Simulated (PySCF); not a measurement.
**Calculated NMR parameters of [SiH3][Si@@H]([SiH2]P)n1cccc1**

```yaml
Formula: C4H12NPSi3
SMILES: "[SiH3][Si@@H]([SiH2]P)n1cccc1"
Point_group_of_the_computed_structure: C1
Carbon_signals: 2
Proton_signals: 7
```

Bonds (- single, = double, # triple, : aromatic): Si1-Si2, Si2-Si3, Si3-P4, Si2-N5, N5:C6, C6:C7, C7:C8, C8:C9, C9:N5. Si1 carries H10, H11, H12; Si2 carries H13; Si3 carries H14, H15; P4 carries H16, H17; C6 carries H18; C7 carries H19; C8 carries H20; C9 carries H21. Stereochemistry as in [SiH3][Si@@H]([SiH2]P)n1cccc1. H14 is pro-R; H15 is pro-S.

PySCF 2.14.0 with density-fitted response routines calculation with geometry from GFN2-xTB and σ from GIAO-PBE0/pcSseg-1; one conformer, relativity neglected, in vacuum, equivalent nuclei averaged.

Chemical shifts δ = σref − σ; 1H and 13C and 29Si against TMS; 31P vs H3PO4; 15N against NH3, all at this level.

```tsv
carbon	δC, type	δH (multiplicity)	HMBC from (2–3 bonds)	span of the C tensor (ppm)
C6/C9	129.1, CH	6.62 (m)	H18/H21, H19/H20, H13	154
C7/C8	118.7, CH	6.61 (m)	H18/H21, H19/H20	175
```

Other nuclei:
| atoms | nucleus | environment | δ (ppm) | σ (ppm) |
| --- | --- | --- | --- | --- |
| H13 | 1H | hydrogen on a silicon bonded to N, 2 Si | 5.62 | 26.09 |
| H14 | 1H | hydrogen on a silicon bonded to P, Si | 4.29 | 27.43 |
| H15 | 1H | hydrogen on a silicon bonded to P, Si | 3.98 | 27.74 |
| H10/H11/H12 | 1H | hydrogen on a silicon bonded to Si | 3.50 | 28.22 |
| H16/H17 | 1H | hydrogen on a phosphorus bonded to Si | 1.10 | 30.62 |
| P4 | 31P | phosphorus bonded to Si, 2 H | -301.0 | 619.4 |
| Si2 | 29Si | silicon bonded to N, 2 Si, H | -27.6 | 376.7 |
| Si3 | 29Si | silicon bonded to P, Si, 2 H | -90.1 | 439.2 |
| Si1 | 29Si | silicon bonded to Si, 3 H | -112.8 | 462.0 |
| N5 | 15N | pyrrole-type ring nitrogen | 161.2 | 106.6 |

1. δC 129.1: aromatic CH next to a ring nitrogen.
2. δC 118.7: aromatic CH.
3. δH 6.62: hydrogen on an aromatic CH next to a ring nitrogen; the ring current deshields protons in the ring plane.
4. δH 6.61: hydrogen on an aromatic CH; the ring current deshields protons in the ring plane.
5. δH 5.62: hydrogen on a silicon bonded to N, 2 Si.

Splittings by 31P in the carbon and heteronuclear signals aren't shown, as no couplings were computed. Shifts are as computed. Against solution values, carbons near 30 ppm lie about +3 ppm off and those near 130 ppm about +5 ppm. Of 1211 compounds with measured shifts, 218 miss one by over three times the rms of a fit or turn the order of signals round; such compounds aren't used in these exercises. Experimental scales use liquid or dissolved standards, which lie at an offset from isolated NH3 (liquid NH3: subtract about 20 ppm) and H3PO4. Unscaled 15N shifts of sp2 nitrogen come out 20 to 40 ppm too high even then. No couplings were computed; multiplicities are counted from neighbouring protons, with m where these are inequivalent, close in shift, in a saturated or five-membered ring or joined by F or P, and br s for small geminal =CH2 splittings.
